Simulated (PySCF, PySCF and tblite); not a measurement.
A run on one conformer of C6H22N2Si3, numbered as in [CH3:1][SiH:2]([CH3:3])[NH:4][Si:5]([CH3:6])([CH3:7])[NH:8][SiH:9]([CH3:10])[CH3:11], from an ensemble study. The sound level was WP04/6-31G* on GFN2-xTB geometries.

Input:

```
{"job": {"xc": "WP04", "basis": "6-31G*", "scf": {"max_cycle": 98}, "kind": "nmr", "pop": false}, "charge": 0, "multiplicity": 2}
C     -3.791663     2.294885    -0.261162
Si    -2.790932     0.689950    -0.075744
C     -2.252158     0.421371     1.723912
N     -1.386607     0.849004    -1.078607
Si     0.027211    -0.167950    -1.128516
C      1.064530     0.370172    -2.629615
C     -0.449397    -2.002987    -1.237645
N      0.883078     0.110587     0.360617
Si     2.043033    -0.873572     1.187788
C      3.351975    -1.472433    -0.051085
C      2.829780     0.201173     2.542632
H     -3.217145     3.166328     0.037991
H     -4.108391     2.446382    -1.288196
H     -4.685570     2.264360     0.352637
H     -3.626428    -0.451532    -0.505322
H     -1.766469     1.302084     2.133993
H     -3.101461     0.190880     2.359902
H     -1.549201    -0.402130     1.791319
H     -1.494202     1.459106    -1.871260
H      1.336675     1.418953    -2.567055
H      0.528937     0.220595    -3.561801
H      1.983560    -0.202632    -2.683223
H     -1.133150    -2.263603    -0.436895
H     -0.937980    -2.237606    -2.177889
H      0.422157    -2.641959    -1.146709
H      0.563082     0.920368     0.865529
H      1.397215    -2.050020     1.809289
H      4.097033    -2.100129     0.427899
H      2.894353    -2.053441    -0.845082
H      3.871117    -0.638353    -0.513818
H      2.085204     0.549191     3.251557
H      3.572385    -0.359848     3.100240
H      3.322490     1.074627     2.126237
```

Command: OMP_NUM_THREADS=1 python ens_run.py task.json out

Output:

```
RuntimeError: Electron number 114 and spin 1 are not consistent
Note mol.spin = 2S = Nalpha - Nbeta, not 2S+1
```

Task: What is wrong with this calculation?

Result: The setting at fault: wrong multiplicity. The program refused the input.
